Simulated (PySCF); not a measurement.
A geometry optimisation on `P[SiH2][AsH2]`.

Computed with PBE0-D3(BJ)/def2-SVP geometry optimisation, gas phase (PySCF 2.14.0). Start geometry: GFN2-xTB. The input is one job of a driver script: a line of settings, then coordinates in Å.

Command:
```bash
OMP_NUM_THREADS=1 python probes_run.py task.json out
```

Input:
```
{"job": {"xc": "PBE0", "basis": "def2-SVP", "d3": "d3bj", "grid": 1, "shake": 0.01, "kind": "geom"}, "charge": 0, "multiplicity": 1}
P     -1.814500     0.362320    -0.688490
Si    -0.010290    -0.648600     0.101060
As     1.859200     0.388980    -0.814980
H     -2.675560    -0.194800     0.196250
H     -1.694420     1.508120     0.084710
H     -0.048460    -0.717680     1.572620
H     -0.108650    -2.031370    -0.381060
H      2.794270    -0.264490     0.193940
H      1.756220     1.580360     0.129450
```

Output:
```
step   0  E = -2869.32917508  max force = 0.038865
step   1  E = -2869.33482720  max force = 0.008863
step   2  E = -2869.33515136  max force = 0.001931
step   3  E = -2869.33517811  max force = 0.000306
step   4  E = -2869.33518183  max force = 0.000393
optimisation converged
```

Energies in Eh; «max force» is the largest Cartesian gradient component in Eh/bohr.

Problem. Give the first gradient maximum in eV/Å.

Solution. With 1 Eh/bohr = 51.422 eV/Å, 1.999 eV/Å.

Problem. How much energy does the optimisation release, in eV?

Solution. E(step 0) − E(last step) = 0.006007 Eh, which is 0.163 eV.

Summary of the converged run: final energy -2869.33518 Eh after 4 steps; dipole 1.34 D.

Problem. Give the final coordinates.

Solution. 0.057 Å rms from the input after alignment:
```
atom  x, y, z in Å
P1    -1.7611    0.5491   -0.6091
Si2    0.0568   -0.4858    0.2638
As3    1.9561    0.5662   -0.6924
H4    -2.6745   -0.0422    0.3171
H5    -1.5807    1.7243    0.1848
H6     0.0826   -0.4866    1.7597
H7     0.0364   -1.9031   -0.2114
H8     2.8966   -0.0862    0.3173
H9     1.7757    1.7996    0.1894
```

On Arm Neoverse N1, one thread, shared host with 64 logical CPUs at a one-minute load of 61, this took 30 s and 0.40 GiB of memory at its peak.
Labels such as C1 count atoms from 1, the log's own numbers from 0.
